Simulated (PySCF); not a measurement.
## Adding and removing an electron: GePb

UHF; basis Ge cc-pVDZ-PP with ECP10, Pb cc-pVDZ-PP with ECP60; scalar-relativistic core potentials; PySCF 2.14. Neutral (UHF): triplet (π ↑↑), Re = 2.613 Å, ωe = 233 cm⁻¹, De = 0.72 eV, HOMO -6.78 eV, LUMO 0.01 eV.

GePb⁺ (UHF): quartet (σ ↑, π ↑↑), Re = 2.666 Å, ωe = 200 cm⁻¹. The energies at the minima are -485.19990 hartree for GePb and -484.97616 for GePb⁺.

Problem. Work out the adiabatic ionisation energy, without and with harmonic zero-point energies (1 hartree = 27.2114 eV, 1 eV = 8065.5 cm⁻¹), and the change of the bond length.

Solution. At UHF: 0.22374 hartree = 6.088 eV between the minima; the zero-point term (200.0 − 233.0)/2 cm⁻¹ = -0.002 eV makes it 6.086 eV. Re changes by +5.3 pm against the neutral. The electron leaves a σ orbital, and the longer bond of the ion fits a bonding orbital, or a change in how ionic the bond is.

These are scalar-relativistic numbers at best; spin–orbit coupling would shift them, the dissociation energy most. Hartree–Fock leaves out correlation, which carries a large part of most bond energies and some tenths to 1 eV of ionisation energies. States were picked by a PBE0 search and need not be the measured ground states.
